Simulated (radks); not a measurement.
Problem. Neutral palladium, [Kr] 4d10. Calculated with a radial shooting solver on a logarithmic mesh with Libxc functionals: non-relativistic Kohn-Sham, exchange-only LDA, spin-polarised, spherical densities, point nucleus. Every spin shell is full or empty, so the densities are truly spherical. Functionals are evaluated on that one density, not self-consistently. Rank these exchange functionals by their error against the exact value of the orbitals, and give that value: LDA, B88, PW86, OPTX, AM05, SOGGA, B86b, G96, TPSS, SCAN, TASK.

Solution. Exact: -138.777 hartree. From best to worst, with 100 (|E| - |E exact|)/|E exact| (equal figures are ties): PW86 -0.07, B86b +0.09, B88 +0.11, TPSS -0.17, SCAN +0.24, G96 +0.42, OPTX +1.22, SOGGA -2.26, TASK -2.27, AM05 -4.58, LDA -4.93.
